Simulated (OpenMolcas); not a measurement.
# Levels of W+ by method

```yaml
Program: OpenMolcas 26.06
Basis: ANO-RCC-VTZP [8s7p5d3f2g1h]
Scalar_Hamiltonian: DKH2, point nucleus
Active_space: 5 electrons in 9 orbitals (RAS2 5d 6s; RAS3 6p, at most 2 electrons)
State_averaging: 2S+1 = 6 even, 6 roots; 2S+1 = 4 even, 84 roots kept (CI in the orbitals of an earlier block); 2S+1 = 2 even, 90 roots kept (CI in the orbitals of an earlier block); 2S+1 = 6 odd, 44 roots (31 in the spin-orbit step); 2S+1 = 4 odd, 69 roots kept (CI in the orbitals of an earlier block, 8 in the spin-orbit step); 2S+1 = 2 odd, 25 roots kept (CI in the orbitals of an earlier block, 1 in the spin-orbit step)
Spin-orbit_coupling: RASSI with atomic mean-field integrals over the reference wave functions, term energies averaged over their components
```

Methods on the same reference wave functions:
A. RASSCF
B. SS-RASPT2, IPEA 0.25 Eh, imaginary shift 0.1 Eh (closed shells correlated: 5s 5p)
C. MS-RASPT2, IPEA 0.25 Eh, imaginary shift 0.1 Eh (closed shells correlated: 5s 5p)

Energies in cm⁻¹ above 5d⁴ 6s ⁶D_1/2, the measured ground level; measured values from NIST Handbook of Basic Atomic Spectroscopic Data.

```csv
Level,A,B,C,Measured
5d⁴ 6s ⁶D_1/2,0.0,0.0,0.0,0.0
5d⁴ 6s ⁶D_3/2,1370,1604,1604,1519
5d⁴ 6s ⁶D_5/2,2995,3360,3360,3172
5d⁴ 6s ⁶D_7/2,4611,4960,4960,4716
5d⁴ 6s ⁶D_9/2,6177,6410,6410,6147
5d⁵ ⁶S_5/2,8229,8110,8110,7420
5d⁴ 6s ⁴P_1/2(1) [67 %],11505,9640,9640,
5d³ 6s² ⁴F_3/2 [50 %],12798,10610,10610,
5d³ 6s² ⁴F_5/2,14812,12620,12620,
5d⁴ 6s ⁴D_1/2(1),16263,14590,14590,
5d³ 6s² ⁴F_7/2,16606,14530,14530,
5d⁴ 6s ⁴P_5/2(1) [58 %],16721,14820,14820,
5d⁴ 6s ⁴D_3/2(1),17989,16290,16290,
5d³ 6s² ⁴F_9/2 [59 %],18058,16110,16110,
5d⁴ 6s ⁴G_5/2 [62 %],20288,18280,18280,
5d⁴ 6s ⁴H_11/2 [57 %],20945,19410,19410,
5d⁴ 6s ⁴H_13/2,22905,21560,21560,
5d⁴ 6s ⁴G_9/2 [52 %],23450,21430,21430,
5d⁴ 6s ²D_3/2(1) [58 %],23870,21120,21120,
5d⁴ 6s ²P_1/2 [59 %],24044,21700,21700,
5d⁴ 6s ²F_5/2(1) [59 %],24717,21910,21910,
5d⁴ 6s ⁴G_11/2 [56 %],24903,23150,23150,
5d⁴ 6s ⁴F_3/2(1),25091,22620,22620,
5d⁴ 6s ⁴F_5/2(1),26538,24120,24120,
```

Deviations, from unrounded energies. A percentage is the sum of absolute deviations over the sum of measured energies, with the sign that they share, or ± where signs differ.

| Against measurement | Levels | A | B | C |
| --- | --- | --- | --- | --- |
| mean absolute deviation (cm-1) | 5 | 250 | 300 | 300 |
| fine structure of the ground term (%) | 4 | ±3.0 | +5.0 | +5.0 |
| other configurations (%) | 1 | +10.9 | +9.3 | +9.3 |

A lies closest to measurement on these levels and B furthest from it. The largest miss of A in the table is 5d⁵ ⁶S_5/2, by +810 cm-1. The ranking rests on the paired levels alone, and a cruder setting can come out closer through cancelling errors.

Between B and C no level of the table moves by more than 5 cm-1.

The two smallest mean deviations differ by little beside CASPT2's spread within terms, so their order carries little weight.

From A to B the spin-free energies of the other terms of 5d⁴ 6s shown, above ⁶D, scale by factors of 0.74 to 0.90.

The lowest spin-free term lies below A's lowest term by 0.305 hartree in B, 0.305 hartree in C.

Term energies are means over components that CASPT2 splits; among the terms shown or strongly mixed into the levels shown the widest spread is 170 cm-1 (5d³ 6s² ⁴F, B). Some high roots are left out of the spin-orbit mixing, which shifts the levels that they would mix with. Terms from blocks run as CI alone lack orbitals of their own. Configurations are named by rounded mean occupations; where the s occupation lies near a half they are strongly mixed, a name can repeat and a true partner stay unpaired. A single d shell beside an s shell can misplace configurations of different d count against each other. Without dynamic correlation excited terms often stand tens of per cent too high (terms of higher spin than the ground term too low), and those without a measured partner can miss by more than the paired ones (holds for A). Blocks of more than 70 roots (2S+1 = 4 even, 2 even) ran without multistate coupling (holds for C). Computed and measured levels are paired by configuration, term and J; levels that our copy of the source lacks, or whose pairing is in doubt (as where it misses far off the trend of its configuration), stay unpaired and out of the deviations. Only configurations of the active space appear. Levels that lie high or do not pair safely by name in every column are left out.

A share in square brackets marks a mixed level and gives the weight of the term that names it, the lowest over the columns. A number in round brackets counts repeated terms of one configuration in the order of the reference energies.
